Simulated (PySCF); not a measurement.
CH7F2NSi2. Atoms are numbered in the order given.

```xyz
13

Si     1.5519     0.0479    -0.3976
F      2.4012     1.1015     0.5098
N     -0.0071    -0.2644     0.2841
C     -0.1059    -1.1567     1.4545
Si    -1.4788     0.4625    -0.2716
F     -2.4296    -0.6640    -0.9639
H      1.3712     0.6534    -1.7392
H      2.3443    -1.2093    -0.4035
H     -0.1374    -0.5933     2.4030
H     -1.0093    -1.7852     1.3946
H      0.7580    -1.8397     1.4955
H     -2.2636     0.9901     0.8755
H     -1.1467     1.4922    -1.2855
```

The structure is a stationary point at r2SCAN-D4/def2-SVP. The structure was generated by enumeration, and PubChem lists no compound with its InChIKey, so it may never have been made. Other conformers were not sampled.

Method: SMD-ωB97X/def2-SVP run with PySCF.

Solvation free energies are E(SMD) − E(gas) at the gas-phase geometry, for 1 M in both phases. In vacuum the dipole moment is 0.89 D.

```tsv
solvent	ΔG(solv) (kcal/mol)	its non-electrostatic (CDS) part	dipole (D)
water	0.8	4.9	1.11
diethylether	-3.4	-0.5	1.05
acetonitrile	-3.4	0.6	1.11
```
